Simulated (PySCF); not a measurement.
# Worked example: oscillator strength and radiative lifetime

Al(Me)3 (C3H9Al), SMILES [CH3][Al]([CH3])[CH3].

The structure is a stationary point at B3LYP-D3(BJ)/def2-SVP. The isomer is the one that the SMILES or the coordinates give; other isomers of the formula were not compared.

TDA-ωB97X/def2-SVPD (PySCF) puts the first singlet state with f over 0.02 at 7.14 eV (vertical), with the transition dipole (0.313, 0.830, -0.240) in atomic units.

Question: Find the oscillator strength, the wavelength and the radiative lifetime that this transition would have in vacuum if emission retraced absorption.

Answer: 
|μ|² = 0.8445 au, so |μ| = 2.34 D. ΔE = 7.14/27.211 = 0.2624 hartree. f = (2/3) ΔE |μ|² = 0.148 (the program prints 0.148).
λ = 1239.84/7.14 = 174 nm; ν = 57588 cm⁻¹.
Einstein's coefficient A = 0.6670 ν² f s⁻¹ (ν in cm⁻¹) = 3.3e8 s⁻¹, so τ = 1/A = 3.1 ns. This state is S3; the lower singlets have f = 0.000, 0.000. The figure is the radiative limit of this one transition; relaxation, internal conversion, crossing to triplets and a medium change what is measured.
